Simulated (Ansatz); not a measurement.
Diatomic GaS, multiplicity 2 (lowest of 2S+1 = 2, 4 at CCSD(T)/def2-TZVPP on PBE0 minima; our sources give no spin for the ground state, which may be another). No spin–orbit coupling. Ga is treated without relativity.

Seven points along R, fitted to fifth degree in 1/R; most abundant isotopes. Runs in def2 and cc sets follow the lowest solution found near the PBE0 minimum.

Correlated levels freeze the inner cores; with def2 sets outer-core shells near the valence are correlated too.

Run with Ansatz (a first-principles code). 

What bond length and harmonic frequency does r2SCAN/def2-TZVPP give?

r_e = 2.061 Å, ω_e = 481 cm⁻¹.

What bond length and harmonic frequency does PBE0/def2-TZVPP give?

r_e = 2.070 Å, ω_e = 469 cm⁻¹.

What bond length and harmonic frequency does CCSD(T)/def2-TZVPP give?

r_e = 2.077 Å, ω_e = 475 cm⁻¹.
